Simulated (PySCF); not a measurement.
Species: C₃H₉GaO.
Structure used (PBE0-D3(BJ)/def2-SVP), in Å, numbered top down from 1:
```
atom  x, y, z in Å
C1    -1.728    0.852   -0.223
C2    -1.023   -0.439    0.158
C3     0.178   -0.754   -0.720
O4     1.124    0.278   -0.695
Ga5    2.659    0.256    0.217
H6    -2.137    0.795   -1.244
H7    -1.026    1.698   -0.196
H8    -2.562    1.074    0.460
H9    -0.683   -0.387    1.208
H10   -1.724   -1.291    0.104
H11    0.616   -1.722   -0.402
H12   -0.160   -0.887   -1.766
H13    2.986   -1.075    0.976
H14    3.467    1.583    0.111
```

Computed geometry: PBE0-D3(BJ)/def2-SVP, gas phase.

Which atoms are bound to Ga5, and at what distances?

3 atoms: H14 1.557 Å, H13 1.567 Å, O4 1.785 Å. The nearest atom not counted as bound is C3, at 2.84 Å.

List the angles at Ga5.

| angle | degrees | distance of the outer atoms (Å) |
| --- | --- | --- |
| H13–Ga5–H14 | 130.4 | 2.84 |
| O4–Ga5–H13 | 116.0 | 2.84 |
| O4–Ga5–H14 | 113.6 | 2.80 |

What is the shape at Ga5?

Planar: angles 130.4°, 116.0° and 113.6°, sum 360.0°, 0.00 Å off the plane of its three neighbours.

What are the other bond lengths?

C1–C2 1.519 Å; C2–C3 1.521 Å; C3–O4 1.400 Å; C1–H6, C1–H7, C1–H8 1.101 Å; C2–H9, C2–H10 1.105 Å; C3–H11, C3–H12 1.108 Å.

Give some angles away from the centre.

C1–C2–C3 113.4°, C2–C3–O4 111.8°, C3–O4–Ga5 125.5°.

What are the rotational constants (commonest isotopes, rigid rotor)?

A = 9131, B = 1268, C = 1220 MHz: a near-prolate asymmetric top.

Point group: C1 (no symmetry element, even within 0.4 Å). Charge 0, singlet. Whether it is a minimum is left open (no frequencies).

One conformer stands for the species.
